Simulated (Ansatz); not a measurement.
`COC(=N)Cl` + HBr → `N=C(Cl)Br` + CH₃OH at 500 K and 1 bar (substitution at a C–O bond).

Calculated with Ansatz (gas phase, PBE0-D4/def2-TZVP geometries, no zero-point term in ΔE). CBS: MP2 limit from def2 TZ/QZ plus the TZ coupled-cluster correction, frozen cores. This one scheme is used for every species. For Br outer-core shells are correlated without core-valence functions, which leaves a few kJ/mol of doubt a bond. Scalar relativity is left out up to krypton. One conformer a species, not always the lowest.

```csv
species,CCSD(T)/CBS energy (Eh),H − E (kJ/mol),S (J/(mol·K))
`COC(=N)Cl`,-668.13302,208.0,363.6
HBr,-2573.91920,30.5,213.7
`N=C(Cl)Br`,-3126.42304,86.4,338.9
CH₃OH,-115.61712,157.0,265.4
```

H − E and S are ideal-gas, rigid-rotor, harmonic terms from PBE0-D4/def2-TZVP, for one conformer and one mirror image of each species. 1 Eh = 2625.50 kJ/mol, R = 8.31446 J/(mol·K).

Problem. By hand: ΔE, ΔH, ΔS and ΔG.

Solution. ΔE = (-3126.42304) + (-115.61712) − (-668.13302) − (-2573.91920) = 0.01206 Eh = 31.7 kJ/mol. Δ(H − E) = 86.4 + 157.0 − 208.0 − 30.5 = 4.9, so ΔH = 36.6 kJ/mol. ΔS = 338.9 + 265.4 − 363.6 − 213.7 = 27.0 J/(mol·K). ΔG = 36.6 − 500 × (27.0)/1000 = 23.1 kJ/mol.

Problem. By hand: the equilibrium constant, and the temperature at which ΔG would vanish if ΔH and ΔS stayed fixed.

Solution. log₁₀ K = −ΔG/(RT ln 10) = -2.4. ΔG = 0 at ΔH/ΔS = 1356 K.

TΔS isn't small against ΔH here. A doubt of 5 kJ/mol in ΔE shifts log₁₀ K by 0.5 here. Other conformers and mirror images would add mixing entropy, several J/(mol·K) or more a flexible species. These are equilibria of isolated gas molecules and say nothing of rates. Largest T1 diagnostic: 0.013 (customary marks: 0.02 for closed shells, 0.045 for open ones).
